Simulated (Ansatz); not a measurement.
A geometry relaxed with PBE-D3(BJ)/def2-TZVP (Ansatz, a quantum-chemistry and plane-wave program), charge 0, multiplicity 1:

```xyz
13

Ga    -0.0272     0.0212    -0.0238
H      0.4724     2.7550    -1.6397
Si     0.3672     2.4095    -0.1813
Si     1.8645    -1.4975    -0.1153
H     -0.7363     3.2396     0.3997
H      1.6545     2.8201     0.4676
Si    -2.2550    -0.8931     0.2737
H     -2.3572    -1.4288     1.6732
H      3.0117    -0.9512    -0.9095
H      1.5153    -2.8461    -0.6668
H     -3.3532     0.1087     0.0901
H     -2.5068    -2.0387    -0.6603
H      2.3500    -1.6988     1.2922
```

### Question
Write the SMILES of this molecule.

### Answer
`[SiH3][Ga]([SiH3])[SiH3]`
